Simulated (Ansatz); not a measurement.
C9H14F6NSb⁺, that is N-butylpyridinium hexafluoroantimonate with one electron fewer. Total charge 1; doublet. Geometry PBE-D4/def2-SVP, that of the neutral singlet; atoms count from 1.

| atom | x (Å) | y (Å) | z (Å) |
| --- | --- | --- | --- |
| C1 | 1.599 | -1.539 | 3.312 |
| C2 | 0.358 | -1.323 | 2.447 |
| C3 | 0.368 | 0.032 | 1.727 |
| C4 | -0.888 | 0.193 | 0.873 |
| N5 | -0.801 | 1.297 | -0.121 |
| C6 | -1.635 | 2.367 | -0.044 |
| C7 | -1.616 | 3.355 | -1.024 |
| C8 | -0.738 | 3.224 | -2.114 |
| C9 | 0.113 | 2.114 | -2.171 |
| C10 | 0.072 | 1.163 | -1.152 |
| H11 | 2.521 | -1.505 | 2.696 |
| H12 | 1.571 | -2.527 | 3.814 |
| H13 | 1.691 | -0.763 | 4.102 |
| H14 | 0.295 | -2.117 | 1.672 |
| H15 | -0.560 | -1.413 | 3.070 |
| H16 | 1.259 | 0.062 | 1.068 |
| H17 | 0.453 | 0.871 | 2.453 |
| H18 | -1.070 | -0.717 | 0.266 |
| H19 | -1.784 | 0.390 | 1.493 |
| H20 | -2.316 | 2.390 | 0.817 |
| H21 | -2.301 | 4.210 | -0.935 |
| H22 | -0.723 | 3.983 | -2.909 |
| H23 | 0.802 | 1.933 | -3.007 |
| H24 | 0.720 | 0.272 | -1.136 |
| F25 | -0.592 | -3.083 | -3.710 |
| Sb26 | 0.378 | -2.342 | -2.214 |
| F27 | -0.180 | -3.736 | -0.990 |
| F28 | -1.220 | -1.303 | -1.680 |
| F29 | 2.008 | -3.261 | -2.684 |
| F30 | 1.304 | -1.471 | -0.682 |
| F31 | 0.914 | -0.754 | -3.238 |

In the def2 sets Sb takes a core potential; there is no spin–orbit coupling. Single mean-field runs in def2-TZVP are fitted with def2-universal-jkfit.

(1) Estimate the Mulliken populations of the heavy atoms from the PBE0/def2-TZVP orbitals of Ansatz.

(2) Where does the spin sit?

(3) And the Mayer bond orders between heavy atoms (over 0.3)?

Answers

(1) 
```tsv
atom	charge (e)	spin (α − β)
C1	-0.37	0.03
C2	-0.22	0.06
C3	-0.21	0.02
C4	-0.28	0.01
N5	0.19	-0.04
C6	0.00	0.14
C7	-0.03	0.19
C8	-0.08	-0.09
C9	-0.06	0.15
C10	-0.02	0.21
F25	-0.40	0.00
Sb26	1.81	0.00
F27	-0.41	0.01
F28	-0.45	0.04
F29	-0.39	0.01
F30	-0.48	0.01
F31	-0.45	0.01
```
Mulliken values depend strongly on the basis.

(2) Summed by element: C 0.73, N -0.04, H 0.24, F 0.08, Sb 0.00, of 1 unpaired in all. Largest on single atoms: C10 0.21, C7 0.19, C9 0.15.

(3) C1–C2 1.05 (1.53 Å); C2–C3 1.01 (1.53 Å); C3–C4 0.95 (1.53 Å); C4–N5 0.85 (1.49 Å); N5–C6 1.34 (1.36 Å); N5–C10 1.24 (1.36 Å); C6–C7 1.34 (1.39 Å); C7–C8 1.41 (1.41 Å); C8–C9 1.43 (1.40 Å); C9–C10 1.37 (1.39 Å); F25–Sb26 0.89 (1.93 Å); Sb26–F27 0.84 (1.94 Å); Sb26–F28 0.68 (1.98 Å); Sb26–F29 0.89 (1.93 Å); Sb26–F30 0.65 (1.99 Å); Sb26–F31 0.75 (1.96 Å).
